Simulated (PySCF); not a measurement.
Cost of one run: excited-state job, `COC(=O)[C@@H](C)[SeH]`.

Method: TDDFT B3LYP/def2-SVPD, vertical, gas phase, core orbitals frozen in the response (PySCF 2.14.0, density-fitted response routines). Geometry: GFN2-xTB. Work: 8 singlets by full TDDFT, 3 Tamm–Dancoff triplets, polarisability, density fitting. A driver script takes a list of jobs; this job's settings line and coordinates (Å) are shown.

Input:
```
{"job": {"kind": "uv", "xc": "B3LYP", "basis": "def2-SVPD", "nstates": 8, "ntriplets": 3}, "charge": 0, "multiplicity": 1}
C      2.405127    -0.138815     0.139245
O      1.037568     0.234137     0.225144
C      0.253009    -0.143339    -0.787977
O      0.632262    -0.768601    -1.739956
C     -1.174262     0.295042    -0.560026
C     -1.866253    -0.623170     0.437607
Se    -1.191747     2.179550     0.057251
H      2.502868    -1.224726     0.196550
H      2.830806     0.205402    -0.805084
H      2.904322     0.334624     0.980626
H     -1.700945     0.295076    -1.518589
H     -2.888925    -0.291557     0.605432
H     -1.886915    -1.640252     0.049257
H     -1.336199    -0.620428     1.388633
H     -0.525129     1.915046     1.309974
```

Hardware: an Arm Neoverse V1 with one thread (shared host).

The basis has 231 functions.

Question: Which is nearest to the wall time?
A. 52 s
B. 0.87 s
C. 6.5 s

Answer: A. The run took 52 s. The SCF took 13 cycles.

Other jobs ran on the host; a repeat could differ by tens of per cent or more.

The run converged: HOMO -6.39 eV, LUMO -0.80 eV; lowest singlet 4.47 eV; lowest triplet 4.05 eV (Tamm–Dancoff); mean polarisability 85.0 au.
